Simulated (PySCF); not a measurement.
**Shapes and spin states of CuCl3**

All numbers come from PySCF, PBE, basis Cu def2-SVP, Cl def2-SVP (no relativity, density fitting).

Relaxations began from a few typed shapes and spin states; open shells are unrestricted. The search is not exhaustive: other isomers or separated fragments can lie lower, and high-lying points may rest on an excited occupation.

| spin | group | bonds | angles | imaginary modes (cm⁻¹) | ΔE (kJ/mol) | ΔE with ZPE (kJ/mol) |
| --- | --- | --- | --- | --- | --- | --- |
| triplet | D3h | Cu–Cl 2.146 Å (×3) | Cl–Cu–Cl 120.0° (×3) | none | 0.0 | 0.0 |
| singlet (closed shell, unstable to spin polarisation) | C2v | Cu–Cl 2.122 Å, Cu–Cl 2.154 Å (×2) | Cl–Cu–Cl 80.9°, Cl–Cu–Cl 139.6° (×2) | none | 3.2 | 3.4 |
| singlet (closed shell, unstable to spin polarisation) | C2v | Cu–Cl 2.120 Å (×2), Cu–Cl 2.144 Å | Cl–Cu–Cl 100.1° (×2), Cl–Cu–Cl 159.8° | 81i | 11.6 | – |
| triplet | C2v | Cu–Cl 2.147 Å (×2), Cu–Cl 2.277 Å | Cl–Cu–Cl 88.7° (×2), Cl–Cu–Cl 177.3° | 46i | 27.0 | – |

The lowest minimum found is the triplet D3h: Cu–Cl 2.146 Å (×3); Cl–Cu–Cl 120.0° (×3).

Formally Cu is in oxidation state +3, d8, with 2 unpaired electrons (the high-spin count). The Mulliken spin on Cu is 0.54, so most of the spin sits on the ligands and the formal count fails. The polar-tensor charge on Cu, 0.48, is far below the formal one.

For the lowest minimum: open d and f shells are described by one determinant, and the ground state may have another occupation or spin.
